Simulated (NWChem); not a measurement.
Molecule: BH2Se2Cl; SMILES ClB([SeH])[SeH]

```xyz
6

B      0.3962     0.0000     0.0000
Cl     2.1543     0.0563     0.0000
Se    -0.5772    -1.6732     0.0000
H      0.6196    -2.5265     0.0000
Se    -0.5342     1.6986     0.0000
H     -1.8908     1.1286     0.0000
```
Atoms are numbered in this order, from 1.

Computed with NWChem. Pople sets run with spherical d functions. The geometry was optimised at PBE0/def2-SVP. GIAO values for the isolated, static molecule; σ is the absolute isotropic shielding, δ = σ(reference) − σ with the isolated reference molecule computed at the same levels (11B: boron trifluoride, 1H: tetramethylsilane). Spin-orbit effects, on the heavy nuclei and on their neighbours, are missing.

| level | δ B1 (ppm) | σ Cl2 (ppm) | σ Se3 (ppm) | δ H4 (ppm) | σ Se5 (ppm) | δ H6 (ppm) |
|---|---|---|---|---|---|---|
| Hartree-Fock/6-31G* | (withheld) | (withheld) | (withheld) | (withheld) | (withheld) | 2.69 |
| PBE0/pcSseg-1 | 59.3 | 691.9 | 1673.2 | 3.28 | 1707.7 | 3.01 |
| PBE/pcSseg-1 | 56.7 | 658.6 | 1599.1 | 3.18 | 1648.9 | 2.93 |
| B3LYP/6-31G* | 62.3 | 716.3 | 1759.1 | 2.95 | 1794.8 | 2.66 |

### Question
Some entries are withheld; supply them.

### Answer

- Hartree-Fock/6-31G*, δ B1 (ppm): 67.5
- Hartree-Fock/6-31G*, σ Cl2 (ppm): 810.2
- Hartree-Fock/6-31G*, σ Se3 (ppm): 1955.3
- Hartree-Fock/6-31G*, δ H4 (ppm): 3.03
- Hartree-Fock/6-31G*, σ Se5 (ppm): 1970.6
